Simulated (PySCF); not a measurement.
## Carbon: a sound run and one with changed settings

Sound run: C⁺ [He] 2s2 2p1, C²⁺ [He] 2s2. All numbers are calculated (PySCF 2.14, no relativity, point nucleus, in def2-TZVP). The sound run starts from symmetry-adapted Hartree-Fock orbitals and uses a fine grid where one is needed.

Changed run: radial step 0.5 in ln r (0.13 in the sound run). This setting is unsound on purpose.

```
species  method  sound run (hartree)  changed run (hartree)  converged
     C⁺     UHF            -37.29554              -37.29554        yes
     C⁺    MN15            -37.39382              -37.38537        yes
     C⁺  M06-2X            -37.42663              -37.40955        yes
    C²⁺     UHF            -36.40730              -36.40730        yes
    C²⁺    MN15            -36.49622              -36.47752        yes
    C²⁺  M06-2X            -36.52790              -36.50567        yes
```

Ionisation energy of C⁺:

```csv
method,sound run (eV),changed run (eV)
UHF,24.170,24.170
MN15,24.425,24.704
M06-2X,24.456,24.596
```

A coarse radial grid mis-integrates the density and the exchange-correlation energy, with errors of either sign; Hartree-Fock needs no grid.

For comparison, NIST gives 24.383 eV between the lowest levels.
